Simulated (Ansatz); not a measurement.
Geometry optimisation of W(NH)2F2 (WN2F2H2).

```yaml
crystal:
  periodic: [false, false, false]
  atoms:
    - {symbol: W, position_ang: [-0.329080, 0.005790, -0.230300]}
    - {symbol: N, position_ang: [-0.400160, -0.012540, 1.562390]}
    - {symbol: H, position_ang: [-0.256740, -0.024650, 2.573880]}
    - {symbol: N, position_ang: [1.332600, -0.005270, -0.907220]}
    - {symbol: H, position_ang: [2.332830, -0.014480, -1.115920]}
    - {symbol: F, position_ang: [-1.323420, 1.436850, -0.926110]}
    - {symbol: F, position_ang: [-1.356040, -1.385690, -0.956730]}
basis:
  gaussian: {orbitals: def2-SVP}
hamiltonian: {xc: pbe, dispersion: d4}
scf: {omitted_lower_state_checks: [starts]}
output: {orbitals: {seedname: orbitals}}
relax: {f_tol: 0.02, max_steps: 100}
```

```sh
$ ansatz run in.yaml --threads 4 --pin off --events-out ev --progress --plain --max-ram 3916MiB
```

It prints (some lines left out):

```
Functional definition: PBE
mean field -10262.30332151 eV, -377.1326910266 hartree, gradient 1.3e-5 eV, S^2 0.000000; 0 other end points of the search recorded, 0 dependent functions left out
relax step   1: F+E_penalty+E_count = -10262.45506269 eV  Δ(F+E_penalty+E_count) = +0.000e0 eV  max|allowed force component| = 1.517e0 eV/Å  Δτ_max = 0.0000 Å  (31 SCF iters, accepted)
mean field -10262.56495999 eV, -377.1423060633 hartree, gradient 2.3e-5 eV, S^2 0.000000; 0 other end points of the search recorded, 0 dependent functions left out
relax step   2: F+E_penalty+E_count = -10262.71873200 eV  Δ(F+E_penalty+E_count) = -2.637e-1 eV  max|allowed force component| = 4.622e-1 eV/Å  Δτ_max = 0.1737 Å  (37 SCF iters, accepted)
mean field -10262.61375291 eV, -377.1440991701 hartree, gradient 2.0e-5 eV, S^2 0.000000; 0 other end points of the search recorded, 0 dependent functions left out
relax step   3: F+E_penalty+E_count = -10262.76843638 eV  Δ(F+E_penalty+E_count) = -4.970e-2 eV  max|allowed force component| = 4.327e-1 eV/Å  Δτ_max = 0.0833 Å  (39 SCF iters, accepted)
mean field -10262.63271974 eV, -377.1447961882 hartree, gradient 2.4e-5 eV, S^2 0.000000; 0 other end points of the search recorded, 0 dependent functions left out
relax step   4: F+E_penalty+E_count = -10262.78713365 eV  Δ(F+E_penalty+E_count) = -1.870e-2 eV  max|allowed force component| = 2.196e-1 eV/Å  Δτ_max = 0.0453 Å  (33 SCF iters, accepted)
mean field -10262.63834602 eV, -377.1450029502 hartree, gradient 2.1e-5 eV, S^2 0.000000; 0 other end points of the search recorded, 0 dependent functions left out
relax step   5: F+E_penalty+E_count = -10262.79280360 eV  Δ(F+E_penalty+E_count) = -5.670e-3 eV  max|allowed force component| = 1.118e-1 eV/Å  Δτ_max = 0.0301 Å  (31 SCF iters, accepted)
mean field -10262.63917659 eV, -377.1450334729 hartree, gradient 1.8e-5 eV, S^2 0.000000; 0 other end points of the search recorded, 0 dependent functions left out
relax step   6: F+E_penalty+E_count = -10262.79417825 eV  Δ(F+E_penalty+E_count) = -1.375e-3 eV  max|allowed force component| = 2.243e-1 eV/Å  Δτ_max = 0.1034 Å  (31 SCF iters, accepted)
mean field -10262.64295642 eV, -377.1451723790 hartree, gradient 2.0e-5 eV, S^2 0.000000; 0 other end points of the search recorded, 0 dependent functions left out
relax step   7: F+E_penalty+E_count = -10262.79774113 eV  Δ(F+E_penalty+E_count) = -3.563e-3 eV  max|allowed force component| = 4.492e-2 eV/Å  Δτ_max = 0.0315 Å  (32 SCF iters, accepted)
mean field -10262.64301809 eV, -377.1451746455 hartree, gradient 2.1e-5 eV, S^2 0.000000; 0 other end points of the search recorded, 0 dependent functions left out
relax step   8: F+E_penalty+E_count = -10262.79781925 eV  Δ(F+E_penalty+E_count) = -7.812e-5 eV  max|allowed force component| = 4.729e-3 eV/Å  Δτ_max = 0.0045 Å  (32 SCF iters, accepted)
mean field -10262.64301809 eV, -377.1451746455 hartree, gradient 2.4e-5 eV, S^2 0.000000; 0 other end points of the search recorded, 0 dependent functions left out
Total energy: -10262.79788486 eV, -377.1508658944 hartree
Atom 0 at    -0.457084     0.008650    -0.320879 Å, force     0.000354     0.000680     0.000138 eV/Å
Atom 1 at    -0.448011    -0.010439     1.436875 Å, force     0.001723    -0.000161     0.002371 eV/Å
Atom 2 at    -0.015130    -0.025354     2.364557 Å, force    -0.001932     0.000028    -0.004332 eV/Å
Atom 3 at     1.199281    -0.003870    -0.909456 Å, force     0.002740    -0.000249     0.000830 eV/Å
Atom 4 at     2.218882    -0.016486    -0.817500 Å, force    -0.004729     0.000057    -0.000330 eV/Å
Atom 5 at    -1.230376     1.646119    -0.859219 Å, force     0.000855    -0.003030     0.000627 eV/Å
Atom 6 at    -1.267572    -1.598609    -0.894388 Å, force     0.000989     0.002675     0.000696 eV/Å
Dipole moment:     0.405255    -0.007713     0.284476 e Å
Checks for a lower state left out: starts
```

It took 10 s on 4 threads of Arm Neoverse V2 on a shared host.

In the def2 sets W takes a core potential; there is no spin–orbit coupling.
